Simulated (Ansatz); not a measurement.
Reaction (redistribution): `C[CH](C)[MgH]` + `CB(O)O` → `[CH3][MgH]` + `CC(C)B(O)O`

Program: Ansatz. Geometries: PBE0-D4/def2-TZVP. ΔE: electronic, gas phase. CBS: MP2 limit from def2 TZ/QZ plus the TZ coupled-cluster correction, frozen cores. This one scheme is used for every species. Functionals use def2-TZVPP. B3LYP here is the variant with VWN-RPA as its local correlation; programs differ in this. For Mg outer-core shells are correlated without core-valence functions, which leaves a few kJ/mol of doubt a bond. Each species was taken in one conformer, which may not be the lowest.

| level | ΔE (kJ/mol) | difference from CCSD(T)/CBS |
| --- | --- | --- |
| r2SCAN-D4 | -36.2 | -0.7 |
| ωB97X-V | -37.4 | -1.9 |
| B2PLYP | -32.0 | 3.5 |
| PBE | -28.6 | 6.9 |
| B3LYP | -29.2 | 6.3 |
| MP2/def2-TZVPP | -35.5 | 0.0 |
| SCS-MP2/def2-TZVPP | -34.1 | 1.4 |
| CCSD/def2-TZVPP | -35.4 | 0.1 |
| CCSD(T)/def2-TZVPP | -35.5 | 0.0 |
| CCSD/CBS(def2) | -35.4 | 0.1 |
| CCSD(T)/CBS | -35.5 | 0 |

Largest T1 diagnostic among the species: 0.012.

From PBE to PBE0 (25 % exact exchange), in def2-TZVPP and without D4, ΔE moves by −3.3 kJ/mol. The D4 term adds −3.6 kJ/mol with B3LYP and −2.2 kJ/mol with PBE0; it sums over pairs of atoms, weighted by their polarisabilities, and B3LYP, whose exchange is more repulsive, gets the larger term.
